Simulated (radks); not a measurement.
All-electron atom: C II in [He] 2s2 2p1.

All-electron calculation, non-relativistic Kohn-Sham, exchange-only LDA, spin-polarised, spherical densities, point nucleus; open shells are filled with parallel spins first. Program: a radial shooting solver on a logarithmic mesh with Libxc functionals.

Energy parts (eV):
part                 energy
total              -999.091
kinetic             999.091
electron-nucleus  -2291.440
Hartree             404.610
exchange           -111.351

Orbitals (lengths in bohr, moments of r in powers of bohr; r(max) is where P^2 peaks; r(90%) holds 90 % of the orbital's charge):
orbital  occ.  eigenvalue (eV)     <r>  r(90%)    <r^4>  r(max)
1s up       1        -283.7883  0.2733   0.491  0.02710  0.1755
1s down     1        -283.0616  0.2725   0.489  0.02669  0.1753
2s up       1         -25.1440   1.469    2.31    12.18   1.175
2s down     1         -22.9013   1.502    2.38    13.61   1.189
2p up       1         -16.7027   1.496    2.50    17.12   1.094
2p down     0         -14.4778   1.562    2.64    21.23   1.123

The highest occupied level is 2p up at -16.703 eV. The electron density at the nucleus is 126.7 e/bohr^3. Virial ratio -V/T = 2.00000. Spin moment in Bohr magnetons: 1. The density falls to 0.001 e/bohr^3 at r = 3.20 bohr. For comparison, the ionisation energy in NIST's Atomic Spectra Database is 24.383 eV (measured). In exact Kohn-Sham theory the highest level is minus the ionisation energy, but local and semilocal functionals leave it too shallow, through self-interaction and a potential that decays too fast; potentials with the right tail come closer. The spin density at the nucleus is -0.0343 e/bohr^3 (1s -0.2223, 2s 0.1880), a Fermi contact field of -1.8 T. Summed over all electrons, <r^2> = 8.283 bohr^2, which gives a Langevin (diamagnetic) susceptibility term of -6.56 x 10^-6 cm^3/mol.
